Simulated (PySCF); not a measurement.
Species: bromobenzene, C6H5Br.
Bonds: Br1–C2, C2–C3 (aromatic), C3–C4 (aromatic), C4–C5 (aromatic), C5–C6 (aromatic), C6–C7 (aromatic), C2–C7 (aromatic). Hydrogens: H8 on C3; H9 on C4; H10 on C5; H11 on C6; H12 on C7.

Computed with core-valence-separated Tamm–Dancoff BHandHLYP/aug-pcX-1 (pcseg-1 on H, def2-SVPD on Br) in PySCF, non-relativistic, gas phase, PBE0-D3(BJ)/def2-SVP geometry.

Computed carbon K-edge spectrum, Gaussian lines of 0.8 eV full width, highest printed point 100; it ends one width below the last computed root. No empirical shift is added; at this level the pattern usually sits a few eV under experiment.

(photon energy (eV), absorption): (282.0, 1), (282.1, 1), (282.2, 3), (282.3, 7), (282.4, 13), (282.5, 22), (282.6, 35), (282.7, 52), (282.8, 69), (282.9, 85), (283.0, 96), (283.1, 100), (283.2, 95), (283.3, 84), (283.4, 68), (283.5, 51), (283.6, 37), (283.7, 27), (283.8, 21), (283.9, 20), (284.0, 21), (284.1, 24), (284.2, 26), (284.3, 28), (284.4, 29), (284.5, 30), (284.6, 29), (284.7, 27), (284.8, 25), (284.9, 22), (285.0, 18), (285.1, 15), (285.2, 12), (285.3, 10), (285.4, 10), (285.5, 12), (285.6, 15), (285.7, 19), (285.8, 23), (285.9, 25), (286.0, 26), (286.1, 25), (286.2, 22), (286.3, 18), (286.4, 13), (286.5, 9), (286.6, 7), (286.7, 5), (286.8, 4)

Q: Assign the maxima to core holes.

A: 3 maxima:
- 283.1 eV: C3/C7 (aromatic CH carbon), 283.13 eV, f = 0.156, sum of 2, 1s→π*, 51 % of the height at the exact maximum; C4/C6 + C5 (aromatic CH carbon), 283.05 eV, f = 0.148, sum of 2, 49 % of the height at the exact maximum
- 284.5 eV: C2 (aromatic C–Br carbon), 284.24 eV, f = 0.066, 1s→π*, 60 % of the height at the exact maximum; C2 (aromatic C–Br carbon), 284.79 eV, f = 0.058, 40 % of the height at the exact maximum
- 286.0 eV: C4/C6 (aromatic CH carbon), 286.04 eV, f = 0.039, sum of 2, 49 % of the height at the exact maximum; C3/C7 (aromatic CH carbon), 285.92 eV, f = 0.029, sum of 2, 36 % of the height at the exact maximum; C5 (aromatic CH carbon), 285.98 eV, f = 0.012, 15 % of the height at the exact maximum

Roots within 0.03 eV on the same or equivalent atoms count as one line; shares under 12 % aren't listed.

Vibrational structure and lifetime widths aren't in the curve. The ionisation threshold wasn't computed; near and above it a finite basis only mimics Rydberg series and continuum. Relativistic effects, spin–orbit coupling among them, are left out although an element past zinc is present.
